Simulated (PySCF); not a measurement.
Electronic structure of I+ (iodine, charge +1) at the PBE level

Configuration: [Kr] 4d10 5s2 5p4, high-spin 3P determinant. All numbers are calculated (PySCF 2.14, scalar relativity through the core potential, in cc-pVTZ-PP with ECP28MDF (5s4p3d1f, 39 functions)).

| Property | Result |
| --- | --- |
| Total energy | -295.2829 hartree |
| One-electron energy | -505.3160 hartree |
| Hartree (Coulomb) energy | 231.7788 hartree |
| Exchange-correlation energy | -21.7456 hartree |
| ⟨S²⟩ | 2.0025 |
| ⟨L²⟩ | 2.017 |
| Sum of ⟨r⟩ | 28.95 bohr |
| Sum of ⟨r²⟩ | 48.87 bohr² |
| Traceless quadrupole moment −½Σ⟨3z² − r²⟩ along its main axis | -2.28 e·bohr² |
| Time after the integrals | 0.48 s of wall time on 1 thread of Neoverse-N1 (shared host) |

```tsv
shell	electrons	mean orbital energy (eV)	spread (eV)	rms radius, mean of both spins (bohr)
4s α	1	-189.94	0	0.796
4s β	1	-189.77	0	0.796
4p α	3	-136.51	0.647	0.854
4p β	3	-136.34	0.494	0.854
4d α	5	-59.578	0.710	1.00
4d β	5	-59.309	0.492	1.00
5s α	1	-26.971	0	2.04
5s β	1	-25.431	0	2.04
5p α	3	-15.995	1.170	2.49
5p β	1	-14.548	0	2.49
```

Energies and moments cover only the electrons outside the core potential.
